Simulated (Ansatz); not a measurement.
Ideal-gas functions of C₂H₃ClGeO, SMILES `O=[C]1[GeH2][CH]1Cl` at 600 K and 1 bar, from an Ansatz frequency run at PBE0-D4/def2-TZVP.

Molar mass 151.11 g/mol, point group C1 (symmetry number 1), electronic degeneracy 1, moments of inertia 126.65, 324.474, 430.1 u Å². Harmonic wavenumbers (cm⁻¹, unscaled): 140, 183, 243, 329, 400, 444, 505, 638, 702, 761, 829, 907, 1002, 1249, 1904, 2146, 2182, 3114.

Use S(trans) = R[1.5 ln M + 2.5 ln T − 1.1517]; rotational temperatures θ = 24.2544 K / I; S(rot) = R[ln(√π/σ · √(T³/θAθBθC)) + 1.5]; for each mode x = 1.438777 ν̃/T, S = R[x/(eˣ − 1) − ln(1 − e⁻ˣ)] and H = RT x/(eˣ − 1); 1 cm⁻¹ = 0.0119627 kJ/mol; R = 8.31446 J/(mol·K).

Question: By hand: the entropy, in J/(mol·K).

Answer: Translation 186.0. Rotation: θ = 0.1915, 0.0747, 0.0564 K, giving 126.6. Vibration, mode by mode: 17.43, 15.23, 12.92, 10.50, 8.97, 8.18, 7.21, 5.55, 4.90, 4.38, 3.85, 3.32, 2.78, 1.74, 0.49, 0.30, 0.28, 0.04, in all 108.0. Electronic 0.0. Sum 420.6 J/(mol·K).

Question: By hand: H − E and G − E in kJ/mol, counted from the electronic energy.

Answer: Zero-point energy ½ × 17678 × 0.0119627 = 105.7; thermal vibration 34.7; translation, rotation and pV give 4 RT = 20.0. H − E = 160.4 kJ/mol, and G − E = 160.4 − 600 × 420.6/1000 = -92.0 kJ/mol.

Vibration gives 26 % of the entropy, 17.4 J/(mol·K) of it from the mode under 150 cm⁻¹: soft modes count most, and the harmonic formula is weakest for them. The sum counts one conformer and one mirror image; others add a mixing term.
